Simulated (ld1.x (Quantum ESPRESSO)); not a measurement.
What one change does to a pseudopotential (Ru, TM)

Ru (Z = 44), norm-conserving Troullier–Martins (Kleinman–Bylander form), made with ld1.x (Quantum ESPRESSO) 7.5 (PBE, fully relativistic). Core [Kr], reference 4d6 5s0 5p0 (charge +2). Waves: 5p (bound, empty): rc 2.10 bohr; 4d (bound): rc 1.35 bohr; 4f channel at -0.05 Ry: rc 1.90 bohr; 5s (bound, empty): rc 1.95 bohr. Local part: the s channel. Core correction: none.

Open shells are filled in proportion to 2j + 1 (rel_dist='average').

Change: core correction a·sin(br)/r model core inside 1.64 bohr.

Cutoffs: the cutoffs (Ry, on a coarse ladder) from which the occupation-weighted sum of valence levels, in a spherical-Bessel basis at the reference potential, stays within 10 and 1 mRy of its value at 400 Ry; they do not see the model core or the augmentation charge, which bear on the density cutoff. Errors are all-electron minus pseudo energies relative to the spin-unpolarised reference configuration.

**Question.** What does the change do?

**Answer.** The potential gets neither clearly harder nor softer (55 Ry and 70 Ry → 55 Ry and 70 Ry); both files keep a bound ghost (p); of the 7 tests that both files solve, the error grows in 4 and shrinks in 3 by more than 15 % and 0.3 meV (median size 74.0 → 81.4 meV). A model core, the more so a compact one, raises the density cutoff, which this test does not measure.

| quantity | base | changed |
| --- | --- | --- |
| cutoff, loose | 55 Ry | 55 Ry |
| cutoff, tight | 70 Ry | 70 Ry |
| bound ghosts | p3/2, p1/2 | p3/2, p1/2 |
| error for 4d7 5s1 5p0, meV [ΔE -25.48 eV] | +56 | -81 |
| error for 4d7 5s0 5p0, meV [ΔE -18.19 eV] | -74 | -127 |
| error for 4d5 5s0 5p0, meV [ΔE 30.62 eV] | -131 | -216 |
| error for 4d6 5s2 5p0, meV [ΔE -23.78 eV] | +168 | -6.4 |
| error for 4d7 5s0.5 5p0, meV [ΔE -22.62 eV] | -11 | -105 |
| error for 4d6 5s1 5p1, meV [ΔE -19.83 eV] | +114 | -3.9 |
| error for 4d6 5s1 5p0, meV [ΔE -15.37 eV] | +61 | -5.0 |
| s: phases at 2.30 bohr within 0.05 rad from the reference energy up to (Ry; the scan ends near 5) | -0.8 | -0.8 |
| p1/2: phases at 2.30 bohr within 0.05 rad from the reference energy up to (Ry; the scan ends near 5) | to the end of the scan | to the end of the scan |
| p3/2: phases at 2.30 bohr within 0.05 rad from the reference energy up to (Ry; the scan ends near 5) | -0.0 | -0.0 |
| d3/2: phases at 2.30 bohr within 0.05 rad from the reference energy up to (Ry; the scan ends near 5) | 0.1 | 0.1 |
| d5/2: phases at 2.30 bohr within 0.05 rad from the reference energy up to (Ry; the scan ends near 5) | 0.1 | 0.1 |
| f5/2: phases at 2.30 bohr within 0.05 rad from the reference energy up to (Ry; the scan ends near 5) | 2.4 | 2.4 |
| f7/2: phases at 2.30 bohr within 0.05 rad from the reference energy up to (Ry; the scan ends near 5) | 2.4 | 2.4 |

 A true bound ghost makes a file unfit for plane-wave use even where its test errors are small: the radial tests pick states by their node count and pass the ghost by.
